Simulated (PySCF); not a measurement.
C4H2F2, SMILES C#C/C(F)=C\F. The structure is a stationary point at PBE0-D3(BJ)/def2-SVP. The structure was generated by enumeration; whether it is a known compound was not checked.

### Question
Give the equilibrium geometry at PBE0-D3(BJ)/def2-SVP (PySCF confirms it by a frequency run) as a Z-matrix, and its point group. (An estimate is asked for; the answer gives what the named calculation found.)

### Answer
point group Cs.
```
C
F 1 1.3361
C 1 1.3404 2 118.11
F 3 1.3202 1 121.56 2 180.00
H 3 1.0926 4 115.52 1 180.00
C 1 1.4186 2 116.72 3 180.00
C 6 1.2124 2 149.21 1 180.00
H 7 1.0749 2 159.74 1 180.00
```
